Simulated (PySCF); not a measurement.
**Excitation energy of Pm(2+) by level of theory**

Pm(2+) [Xe] 4f5 (high-spin determinant) → Pm(2+) [Xe] 4f4 6p1 (high-spin determinant), as a difference of total energies. Calculation: PySCF 2.14, in ANO-RCC-VTZP (8s7p5d3f2g1h, 104 functions); scalar relativity by spin-free X2C-1e. Correlated levels: valence: [Kr] 4d10 frozen; valence and next inner shell: [Ar] 3d10 frozen. The calculations carry no spin-orbit coupling.

| method | excitation energy (eV) |
| --- | --- |
| UHF | 6.385 |
| LDA | 9.374 |
| PBE | 8.957 |
| PBE0 | 8.546 |
| r2SCAN | 8.653 |
| MP2 (valence) | 8.021 |
| SCS-MP2 (valence) | 7.347 |
| MP2 (valence and next inner shell) | 8.354 |
| SCS-MP2 (valence and next inner shell) | 7.668 |

Question: How much does correlation contribute at MP2 (valence and next inner shell)?

Answer: 8.354 − (6.385) = 1.969 eV, measured against UHF.

A first-order spin-orbit estimate (lowest level to lowest level, LS coupling) adds -0.226 eV.

The basis was made for the ground configuration and has no added diffuse functions, so the excitation energy can come out too high.

The determinant of the upper state and of the lower state mixes LS terms, which raises its energy above the lowest term, most at the Hartree-Fock and MP2 levels.
